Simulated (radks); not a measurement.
Valence configurations of Yb (all share [Xe]). All-electron calculation, scalar-relativistic Kohn-Sham, r2SCAN, spin-polarised, spherical densities, finite nucleus; open shells are filled with parallel spins first (spin-orbit coupling, left out, can overturn this in heavy ions); meta-GGA in the generalised Kohn-Sham scheme; Fermi nuclear charge, rms radius 5.3108 fm. Program: a radial shooting solver on a logarithmic mesh with Libxc functionals. Energies are relative to 4f14 6s2; eigenvalues in eV for spin up.

| valence | E (eV) | moment (Bohr magnetons) | e(4f) | e(5d) | e(6p) | e(6s) |
|---|---|---|---|---|---|---|
| 4f14 6s2 | 0.000 | 0 | -2.992 | - | - | -4.009 |
| 4f14 6s1 6p1 | 2.186 | 2 | -4.302 | - | -2.123 | -5.318 |
| 4f14 5d2 | 6.178 | 2 | -2.478 | -0.942 | - | - |
| 4f13 5d1 6s2 | 4.770 | 2 | -10.226 | -2.058 | - | -4.889 |
| 4f13.5 5d0.5 6s2 | 1.829 | 1 | -6.590 | -1.309 | - | -4.531 |
| 4f14 5d0.5 6s1.5 | 1.592 | 1 | -2.747 | -0.681 | - | -4.303 |
| 4f14 5d1 6s1 | 2.742 | 2 | -2.456 | -0.818 | - | -4.501 |
| 4f13 5d3 | 9.538 | 4 | -7.953 | -1.373 | - | - |
| 4f13.5 6s2 6p0.5 | 1.889 | 1 | -8.001 | - | -1.838 | -5.146 |
| 4f13.5 5d1.5 6s1 | 4.044 | 3 | -5.491 | -1.251 | - | -4.770 |

NIST lists [Xe] 4f14 6s2 as the ground configuration; this level of theory agrees among the configurations tried. The energies are those of spherical high-spin densities, not of single terms.
